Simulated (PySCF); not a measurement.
## Electron correlation in Ne (neon, neutral)

[Ne], closed-shell 1S. Calculation: PySCF 2.14, in cc-pVDZ-DK; scalar relativity by spin-free X2C-1e. Frozen: 1s2; 8 electrons correlated.

MP2 pair energies summed by pair of shells (mhartree):

```tsv
pair	energy	share (%)
2p-2p	-140.23	75.5
2s-2p	-38.22	20.6
2s-2s	-7.28	3.9
```

Total MP2 correlation energy: -185.73 mhartree.

Same-spin part -50.85 and opposite-spin part -134.88 mhartree; SCS-MP2 scales them by 1/3 and 6/5 to -178.81 mhartree.

| level | correlation energy (mhartree) |
| --- | --- |
| CCSD | -189.20 |
| (T) | -1.05 |
| CCSD(T) | -190.25 |

Diagnostics: T1 = 0.0023, D1 = 0.0036, largest double amplitude 0.042.

Q: Is a single reference adequate?

A: Yes: T1 lies below 0.03 and no double amplitude reaches 0.07.
